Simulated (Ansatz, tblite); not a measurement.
Isomers of ZrGe₁₀ (singlet), found by a short tight-binding search and relaxed with r2SCAN-D4/def2-SVP in Ansatz.

In the def2 sets Zr takes a core potential; there is no spin–orbit coupling. The xTB rows come from tblite. Correlated methods freeze 90 core orbitals; core or outer-core shells of Zr, Ge are correlated, in sets that lack core-valence functions. Single mean-field runs in def2-TZVP are fitted with def2-universal-jkfit.

Run but left out: HF/def2-TZVP, MP2/def2-TZVP (A: restricted singlet, unstable towards broken spin symmetry).

A: The restricted singlet is unstable towards broken spin symmetry in Hartree–Fock (as tested in another run); at PBE-D4/def2-SVP, r2SCAN-D4/def2-TZVP, PBE0-D4/def2-SVP, PBE0-D4/def2-TZVP and others this wasn't settled. B: The restricted singlet is unstable towards broken spin symmetry in Hartree–Fock (as tested in another run); at PBE-D4/def2-SVP, r2SCAN-D4/def2-TZVP, PBE0-D4/def2-SVP, PBE0-D4/def2-TZVP and others this wasn't settled. C: The restricted singlet is unstable towards broken spin symmetry in Hartree–Fock (as tested in another run); at PBE-D4/def2-SVP, PBE-D4/def2-TZVP, r2SCAN-D4/def2-TZVP, PBE0-D4/def2-SVP and others this wasn't settled. D: The restricted singlet is unstable towards broken spin symmetry in Hartree–Fock (as tested in another run); at PBE-D4/def2-SVP, r2SCAN-D4/def2-TZVP, PBE0-D4/def2-SVP, PBE0-D4/def2-TZVP and others this wasn't settled.

Other spin states weren't relaxed.

A:

Cartesian coordinates in Å:
```
Zr 0.0333 -1.0967 -0.6042
Ge 2.2626 0.6323 0.8717
Ge -1.9127 1.4197 -0.7902
Ge 0.8336 1.5174 -1.3781
Ge 2.6614 -0.7828 -1.1357
Ge 0.4281 -0.4155 2.5443
Ge -1.2877 -0.0424 -2.7032
Ge -2.1135 0.0662 1.5335
Ge 1.8185 -1.9797 1.1786
Ge -0.0848 1.8228 1.0722
Ge -2.6388 -1.1412 -0.5889
```

B:

```xyz
11

Zr   -1.2535    1.1179   -0.0131
Ge    3.1556    1.5256    0.4911
Ge   -2.2017   -1.1952   -2.1238
Ge    0.9649    2.6153   -0.1092
Ge   -0.9830   -0.8982    2.0474
Ge   -2.8779   -1.1025    0.3585
Ge   -0.2547    0.3646   -2.4703
Ge   -0.4989   -1.9132   -0.4400
Ge    0.9056    1.0086    1.8954
Ge    1.4920   -1.6410    1.1723
Ge    1.5516    0.1182   -0.8082
```

C:

```tsv
atom	x (Å)	y (Å)	z (Å)
Zr1	-1.1295	-0.3843	-0.1884
Ge2	-0.1678	-0.0039	-2.7243
Ge3	0.7474	-1.4075	2.0761
Ge4	1.8445	-0.4690	-0.6413
Ge5	-1.2423	-0.0247	2.5427
Ge6	-1.0770	2.2119	1.4929
Ge7	0.6084	1.8929	-0.9915
Ge8	1.2974	1.0332	1.4008
Ge9	-1.8914	2.1571	-0.8411
Ge10	0.1810	-2.7625	0.0886
Ge11	0.8294	-2.2431	-2.2146
```

D:

Cartesian coordinates in Å:
```
Zr 0.475 -0.111 1.484
Ge -0.087 -1.434 -2.775
Ge 2.476 -2.181 1.276
Ge 1.027 -2.094 -0.574
Ge -1.029 2.201 1.891
Ge 2.925 0.095 0.271
Ge -2.272 -0.022 1.539
Ge -0.482 1.932 -0.503
Ge -2.990 1.653 -0.304
Ge 1.220 0.514 -1.558
Ge -1.264 -0.552 -0.746
```

Estimate which lies lowest at each level, and how far above it the others are (kJ/mol).


```
                 level     A      B     C      D
              GFN2-xTB   0.0  133.0  56.8  231.1
       PBE-D4/def2-SVP  46.5   74.9   0.0  102.3
      PBE-D4/def2-TZVP  46.4   74.5   0.0  104.4
   r2SCAN-D4/def2-TZVP  55.2   77.3   0.0   92.8
      PBE0-D4/def2-SVP  55.1   66.4   0.0   85.3
     PBE0-D4/def2-TZVP  54.4   66.2   0.0   89.6
CAM-B3LYP-D4/def2-TZVP  52.4   60.2   0.0   70.4
     RPA@PBE/def2-TZVP  43.0   70.9   0.0   88.9
```
Point groups (tolerance 0.1 Å): A Cs, B not assigned, C not assigned, D not assigned. Lower isomers may exist.
